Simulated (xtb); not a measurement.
xtb input:

```bash
xtb mol.xyz --gfn 1 --sp --chrg 0 --uhf 0
```
mol.xyz:
```
5

F     -0.09737281    -0.15784384     2.05965334
Sn    -0.00761532    -0.01234463     0.16108113
Cl    -1.83715674    -1.11130773    -0.69763873
Cl     1.96020999    -0.99747128    -0.50938926
Cl    -0.04910493     2.22865114    -0.35714475
```

Problem. What final total energy does it print?

Solution. -20.48735 Eh (GFN1-xTB).
